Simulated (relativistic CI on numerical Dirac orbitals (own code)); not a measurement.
## What each ingredient does to the levels of O²⁺

Base calculation: Dirac-Coulomb-Breit CI, KLI orbitals optimised for each configuration, model QED, valence Slater integrals scaled by 0.85, P86 correlation energy added to each configuration.

Configuration list (outside the closed core 1s2): 2s2 2p2, 2s 2p3, 2p4, 2s2 2p 3s, 2s2 2p 3p, 2s2 2p 3d, 2s2 2p 4s, 2s2 2p 4p, 2s2 2p 4d, 2s2 2p 4f, 2p3 3s, 2s 2p2 3s, 2s2 3s2, 2p3 3p, 2s2 3s 3p, 2s 2p2 3p. Levels of other configurations are missing.

The lowest level and the first level of each name with at least 55 % of one term (blank where a level has no safe partner in the second run):

```csv
Level,Base (cm⁻¹),Shift (cm⁻¹)
2s2 2p2 3P_0,0.0,0.0
2s2 2p2 3P_1,111.2,+2.6
2s2 2p2 3P_2,299.6,+9.9
2s2 2p2 1D_2,19689.6,-495.7
2s2 2p2 1S_0,36757.8,+10954.5
2s 2p3 5S°_2,61691.7,-3761.8
2s 2p3 3D°_3,122934.3,-2883.9
2s 2p3 3D°_2,122964.0,-2884.1
2s 2p3 3D°_1,122972.0,-2883.7
2s 2p3 3P°_2,141811.4,-2835.7
2s 2p3 3P°_1,141814.2,-2837.1
2s 2p3 3P°_0,141827.6,-2838.4
2s 2p3 1D°_2,189962.1,-2250.4
2s 2p3 3S°_1,196627.6,-3414.0
```

Correlation outside the listed configurations is missing or only estimated: errors of thousands of cm⁻¹ between configurations and terms are usual at this charge. Rates and lifetimes follow the computed energies and can be off by large factors. The fine structure of a lone outer electron comes out too small, for d and f at times inverted, and misplaced configurations move strength between like terms. 32 of the 32 excited levels that our extract of the measured tables holds in this range could be paired (the sources list more); they are missed by 4577 cm⁻¹ on average and 17227 at most, and levels without a partner can miss by more. Some levels of the ground configuration have no partner and can miss by 10 % or more.

Question: One thing was changed in a second run, which moved the levels as shown. Which?
A. Breit term removed
B. configuration mixing switched off
C. no correlation estimate
D. QED terms removed
E. non-relativistic limit
F. self-excluded LDA correlation estimate

Answer: B. Configuration mixing switched off. Without mixing, levels that were pushed by configurations of the same parity and J return to their single-configuration places.
